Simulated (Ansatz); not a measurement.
Relaxation of CH₃BClF (7 atoms, charge 0, multiplicity 1), to a largest force component of 0.02 eV/Å in at most 40 steps.

Computed with RKS PBE0-D4/6-31G* (Ansatz 0.2.0).

```xyz
7
Properties=species:S:1:pos:R:3
B 0.000 0.000 0.000
Cl 0.000 0.000 1.860
C 1.386 0.000 -0.800
H 1.715 -1.046 -0.970
H 1.249 0.508 -1.777
H 2.155 0.538 -0.208
F -1.143 0.000 -0.660
```

Where does it end, and by what steps?

The run converged. The force dipped under the threshold on the way, but the program's further checks kept it going. After 18 steps the energy has fallen by 0.154 eV; Cl2 moved furthest, 0.30 Å.

```tsv
step	energy less start (eV)	largest force component (eV/Å)	accepted
0	0.0000	1.792	yes
1	-0.1248	0.883	yes
2	-0.1181	0.870	no
3	-0.1492	0.211	yes
4	-0.1414	0.749	no
5	-0.1519	0.044	yes
6	-0.1527	0.068	yes
7	-0.1529	0.006	yes
8	-0.1530	0.059	yes
9	-0.1529	0.065	no
10	-0.1532	0.028	yes
11	-0.1533	0.002	yes
12	-0.1535	0.024	yes
13	-0.1535	0.029	yes
14	-0.1536	0.027	yes
15	-0.1536	0.045	no
16	-0.1537	0.030	yes
17	-0.1537	0.021	yes
18	-0.1537	0.017	yes
```

```xyz
7
Properties=species:S:1:pos:R:3
B 0.023 0.028 0.002
Cl -0.020 -0.271 1.743
C 1.364 0.009 -0.792
H 1.813 -0.992 -0.744
H 1.228 0.278 -1.843
H 2.094 0.689 -0.340
F -1.139 0.258 -0.582
```

Time of the run: 56 s on 1 thread of Arm Neoverse V1, with other jobs on the host, peak memory 0.16 GiB.
